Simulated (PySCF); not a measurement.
NO2, doublet, at a GFN2-xTB geometry; SCAN/def2-SVP in PySCF.

PySCF was given this input:
```python
from pyscf import gto, scf, dft

mol = gto.Mole()
mol.atom = '''
    N     0.02634660   -0.00099173    0.29394606
    O     0.01046225    1.10203615   -0.12685565
    O    -0.03351552   -1.10116839   -0.13034716
'''
mol.basis = 'def2-svp'
mol.spin = 1
mol.verbose = 4
mol.build()

mf = dft.UKS(mol)
mf.xc = 'scan'
mf.kernel()
mf.analyze()
```

What does PySCF print? Leave out banner, timings and long lists.


```
PySCF version 2.14.0

[INPUT] verbose = 4
[INPUT] num. atoms = 3
[INPUT] num. electrons = 23
[INPUT] charge = 0
[INPUT] spin (= nelec alpha-beta = 2S) = 1
[INPUT] symmetry False subgroup None
[INPUT] Mole.unit = angstrom
[INPUT] Symbol           X                Y                Z      unit          X                Y                Z       unit  Magmom
[INPUT]  1 N      0.026346600000  -0.000991730000   0.293946060000 AA    0.049787858313  -0.001874098090   0.555477548795 Bohr   0.0
[INPUT]  2 O      0.010462250000   1.102036150000  -0.126855650000 AA    0.019770787147   2.082546502870  -0.239722435854 Bohr   0.0
[INPUT]  3 O     -0.033515520000  -1.101168390000  -0.130347160000 AA   -0.063335153722  -2.080906674128  -0.246320433515 Bohr   0.0

nuclear repulsion = 65.5669871174681
number of shells = 18
number of NR pGTOs = 72
number of NR cGTOs = 42
basis = def2-svp
ecp = {}

******** <class 'pyscf.dft.uks.UKS'> ********
method = UKS
initial guess = minao
damping factor = 0
level_shift factor = 0
DIIS = <class 'pyscf.scf.diis.CDIIS'>
diis_start_cycle = 1
diis_space = 8
diis_damp = 0
SCF conv_tol = 1e-09
SCF conv_tol_grad = None
SCF max_cycles = 50
direct_scf = True
direct_scf_tol = 1e-13
number electrons alpha = 12  beta = 11
XC library pyscf.dft.libxc version 7.1.2
    S. Lehtola, C. Steigemann, M. J. T. Oliveira, and M. A. L. Marques,  SoftwareX 7, 1–5 (2018)
XC functionals = scan
    J. Sun, A. Ruzsinszky, and J. P. Perdew,  Phys. Rev. Lett. 115, 036402 (2015)
    J. Sun, A. Ruzsinszky, and J. P. Perdew,  Phys. Rev. Lett. 115, 036402 (2015)
radial grids:
    Treutler-Ahlrichs [JCP 102, 346 (1995); DOI:10.1063/1.469408] (M4) radial grids

becke partition: Becke, JCP 88, 2547 (1988); DOI:10.1063/1.454033
pruning grids: <function nwchem_prune>
grids dens level: 3
symmetrized grids: False
atomic radii adjust function: <function treutler_atomic_radii_adjust>
small_rho_cutoff = 0
Set gradient conv threshold to 3.16228e-05
tot grids = 42072
init E= -205.442834598946

cycle= 1 E= -204.682949871823  delta_E= 0.76  |g|= 0.683  |ddm|= 1.75
cycle= 2 E= -204.105948759443  delta_E= 0.577  |g|= 1.42  |ddm|= 1.37
cycle= 3 E= -204.850548353849  delta_E= -0.745  |g|= 0.0405  |ddm|= 0.97
cycle= 4 E= -204.851188373297  delta_E= -0.00064  |g|= 0.0187  |ddm|= 0.0675
cycle= 5 E= -204.851337139513  delta_E= -0.000149  |g|= 0.00439  |ddm|= 0.019
cycle= 6 E= -204.851320042866  delta_E= 1.71e-05  |g|= 0.00791  |ddm|= 0.0084
cycle= 7 E= -204.851345338973  delta_E= -2.53e-05  |g|= 0.0017  |ddm|= 0.00691
cycle= 8 E= -204.851346861431  delta_E= -1.52e-06  |g|= 0.000231  |ddm|= 0.00158
cycle= 9 E= -204.851346939885  delta_E= -7.85e-08  |g|= 8.35e-05  |ddm|= 0.000445
cycle= 10 E= -204.851346950149  delta_E= -1.03e-08  |g|= 2.25e-05  |ddm|= 0.000171
cycle= 11 E= -204.851346950937  delta_E= -7.88e-10  |g|= 1.66e-05  |ddm|= 6.08e-05
Extra cycle  E= -204.851346950531  delta_E= 4.06e-10  |g|= 3.74e-05  |ddm|= 3.29e-05
converged SCF energy = -204.851346950531  <S^2> = 0.75341269  2S+1 = 2.0034098
**** SCF Summaries ****
Total Energy =                        -204.851346950530569
Nuclear Repulsion Energy =              65.566987117468102
One-electron Energy =                 -409.668924168693252
Two-electron Energy =                  139.250590100694609
Two-electron Coulomb Energy =          163.142855663046248
DFT Exchange-Correlation Energy =      -23.892265562351639
**** MO energy ****
                             alpha | beta                alpha | beta
MO #1   energy= -19.0616860181119  | -19.0567014081779  occ= 1 | 1
MO #2   energy= -19.0616375627478  | -19.0566524021692  occ= 1 | 1
MO #3   energy= -14.4100519220002  | -14.39326006721    occ= 1 | 1
MO #4   energy= -1.24399044458935  | -1.23032214313662  occ= 1 | 1
MO #5   energy= -1.10523090658225  | -1.08702984270019  occ= 1 | 1
MO #6   energy= -0.621359497997913 | -0.593243463492812 occ= 1 | 1
MO #7   energy= -0.546132933994786 | -0.532777699260953 occ= 1 | 1
MO #8   energy= -0.541173465147132 | -0.513148910116369 occ= 1 | 1
MO #9   energy= -0.531917342864928 | -0.500962224344991 occ= 1 | 1
MO #10  energy= -0.3557175895325   | -0.344715102963291 occ= 1 | 1
MO #11  energy= -0.349096268970353 | -0.315126620797576 occ= 1 | 1
MO #12  energy= -0.235983881665777 | -0.148138149207067 occ= 1 | 0
MO #13  energy= -0.11300787790248  | -0.0921390684175964 occ= 0 | 0
MO #14  energy= 0.189528233956581  | 0.212247082587643  occ= 0 | 0
MO #15  energy= 0.420617898632058  | 0.451856820570979  occ= 0 | 0
MO #16  energy= 0.466525135844425  | 0.496866549942365  occ= 0 | 0
MO #17  energy= 0.639734913568342  | 0.668439621378214  occ= 0 | 0
MO #18  energy= 0.647515479064796  | 0.679461218524944  occ= 0 | 0
MO #19  energy= 0.669447809810998  | 0.697928811958622  occ= 0 | 0
MO #20  energy= 0.846401423827945  | 0.856059441395324  occ= 0 | 0

To work with the spin densities directly, `use mulliken_meta_spin()` only printing them here.

 ** Mulliken spin pop alpha/beta on meta-lowdin orthogonal AOs **
 ** Mulliken Spin Density (per AO)  **
spin_pop of  0 N 1s       -0.00000
spin_pop of  0 N 2s        0.13876
spin_pop of  0 N 3s        0.01398
spin_pop of  0 N 2px       0.00723
spin_pop of  0 N 2py      -0.02131
spin_pop of  0 N 2pz       0.29383
spin_pop of  0 N 3px      -0.00002
spin_pop of  0 N 3py       0.00043
spin_pop of  0 N 3pz       0.00098
spin_pop of  0 N 3dxy     -0.00012
spin_pop of  0 N 3dyz     -0.00022
spin_pop of  0 N 3dz^2    -0.00012
spin_pop of  0 N 3dxz     -0.00052
spin_pop of  0 N 3dx2-y2    0.00186
spin_pop of  1 O 1s       -0.00000
spin_pop of  1 O 2s        0.00564
spin_pop of  1 O 3s        0.00073
spin_pop of  1 O 2px      -0.00005
spin_pop of  1 O 2py      -0.00425
spin_pop of  1 O 2pz       0.27773
spin_pop of  1 O 3px       0.00023
spin_pop of  1 O 3py       0.00092
spin_pop of  1 O 3pz       0.00139
spin_pop of  1 O 3dxy     -0.00007
spin_pop of  1 O 3dyz      0.00014
spin_pop of  1 O 3dz^2    -0.00000
spin_pop of  1 O 3dxz      0.00003
spin_pop of  1 O 3dx2-y2    0.00016
spin_pop of  2 O 1s       -0.00000
spin_pop of  2 O 2s        0.00564
spin_pop of  2 O 3s        0.00073
spin_pop of  2 O 2px       0.00014
spin_pop of  2 O 2py      -0.00451
spin_pop of  2 O 2pz       0.27786
spin_pop of  2 O 3px       0.00023
spin_pop of  2 O 3py       0.00092
spin_pop of  2 O 3pz       0.00139
spin_pop of  2 O 3dxy     -0.00007
spin_pop of  2 O 3dyz      0.00015
spin_pop of  2 O 3dz^2    -0.00001
spin_pop of  2 O 3dxz      0.00003
spin_pop of  2 O 3dx2-y2    0.00016
 ** Mulliken Spin Density (per atom)  **
spin density of  0 N =      0.43475
spin density of  1 O =      0.28259
spin density of  2 O =      0.28266
 ** Mulliken pop alpha/beta on meta-lowdin orthogonal AOs **
 ** Mulliken pop       alpha | beta **
In total            12.00000 | 11.00000
 ** Mulliken atomic charges   ( Nelec_alpha | Nelec_beta ) **
charge of  0N =      0.45002  (     3.49236      3.05761 )
charge of  1O =     -0.22500  (     4.25379      3.97120 )
charge of  2O =     -0.22503  (     4.25384      3.97118 )
Dipole moment(X, Y, Z, Debye):  0.01865, -0.00051,  0.22219
```
